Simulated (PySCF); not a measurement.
## Si: excitation energy

Si [Ne] 3s2 3p2 (3P) → Si [Ne] 3s1 3p3 (5S), as a difference of total energies. All numbers are calculated (PySCF 2.14, the non-relativistic Hamiltonian (point nucleus), in dyall-av2z (13s9p2d, 50 functions)). Correlated levels: valence: [Ne] frozen; virtual orbitals above 40 to 60 times the deepest correlated orbital energy dropped. The calculations carry no spin-orbit coupling.

```csv
method,excitation energy (eV)
UHF,2.636
MP2 (valence),3.443
SCS-MP2 (valence),3.832
CCSD (valence),3.773
CCSD(T) (valence),3.806
CCSDT (valence),3.817
```

How much does correlation contribute at CCSD(T) (valence)?

3.806 − (2.636) = 1.170 eV, measured against UHF.

A first-order spin-orbit estimate (lowest level to lowest level, LS coupling) adds 0.016 eV.
